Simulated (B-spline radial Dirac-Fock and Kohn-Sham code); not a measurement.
Br: input and output of one calculation

ΔSCF core binding energies without Breit or QED terms, calculated with a B-spline atomic structure program. Keys: rel is the Hamiltonian (dirac, or spin-free x2c and nr, where L3 and M5 stand for the whole 2p and 3d shells), method is hf or an exchange,correlation pair (spin-unpolarised, also for the hole states), nuc the nuclear model, radius_factor scales its radius, rmax is the box in bohr, h the logarithmic mesh step, order the B-spline order, points the quadrature points per cell, c_factor scales the speed of light, and damp, ndamp, maxit and tol steer the iteration. The run stops when the commutator error falls below 10·tol·max(1, Z/10), or the numerical noise floor, and the energy has settled to about 1e-8 Ha; the virial ratio is −V/T.

Input (task.json):

```json
{"items": [{"Z": 35, "q": 0, "cfg": [[1, 0, 2], [2, 0, 2], [2, 1, 6], [3, 0, 2], [3, 1, 6], [3, 2, 10], [4, 0, 2], [4, 1, 5]], "A": 79, "rrms": 4.1629, "do": "settings", "holes": ["K", "L3", "M5"],
  "settings": [{"rel": "dirac", "method": "hf", "nuc": "fermi", "radius_factor": 1.0, "rmax": 45.0, "h": 0.3, "order": 8, "points": 10, "c_factor": 0.2228, "maxit": 74, "damp": 0.5, "ndamp": 3, "tol": 1e-08}]}]}
```

Command: `python xray2_run.py task.json out`

Ground-state iterations:

```
iter   energy (Ha)        error
   1    -4836.65633718  3.09e+01
   2    -4793.81038008  3.49e+00
   3    -4900.64786991  1.55e+00
   4    -4906.93985637  7.48e-01
   5    -4907.58493713  1.14e-01
   6    -4907.69388247  1.04e-01
   7    -4907.80203675  6.37e-03
   8    -4907.80264126  6.45e-04
   9    -4907.80265976  2.49e-04
  10    -4907.80266080  2.89e-05
  11    -4907.80266082  3.35e-06
  12    -4907.80266082  8.93e-08
```

The ground state converged in 12 iterations, with total energy -4907.80266 Ha, virial ratio 1.08949 and highest orbital energy -9.90 eV. ΔSCF binding energies: K (1s) 9399.4 eV, M5 (3d5/2) 37.58 eV. Holes are computed only in closed shells, and unreliable hole states are left out.

Q: One setting is unsound. Which, and why?

A: c_factor makes c so small that Zα exceeds 1, so any numbers that come out have no meaning. With the default settings (Dirac Hartree-Fock): The ground state converged in 10 iterations, with total energy -2605.02339 Ha, virial ratio 1.97482 and highest orbital energy -12.23 eV. ΔSCF binding energies: K (1s) 13511.8 eV, M5 (3d5/2) 76.56 eV. Holes are computed only in closed shells, and unreliable hole states are left out.
